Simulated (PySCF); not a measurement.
## Radial density of Ir (iridium, neutral)

UHF, [Xe] 4f14 5d7 6s2, high-spin 4F determinant. All numbers are calculated (PySCF 2.14, scalar relativity through the core potential, in def2-SVP with the def2 core potential (60 electrons) (6s3p2d1f, 32 functions)). This is the valence pseudo-density: the core potential removes the inner electrons and smooths the orbitals near the nucleus.

```csv
r (bohr),4πr²ρ (e/bohr),4πr²(ρα − ρβ)
0.116,2.003e-05,0.0000
0.195,0.0001669,0.0000
0.328,0.01665,0.0020
0.551,1.929,0.1161
0.927,13.54,1.4623
1.56,7.944,2.0505
2.62,2.006,0.4915
4.41,0.3263,-0.0196
7.42,0.01135,-0.0037
```

Energies and moments cover only the electrons outside the core potential. Spin-orbit coupling, absent here, splits the open shell strongly.

(1) Where is the radial spin density 4πr²(ρα − ρβ) most negative, and why is it negative at all?

Results:

(1) Around r = 4.41 bohr, down to -0.0196 e/bohr: exchange with the open shell polarises the paired shells in an unrestricted calculation.
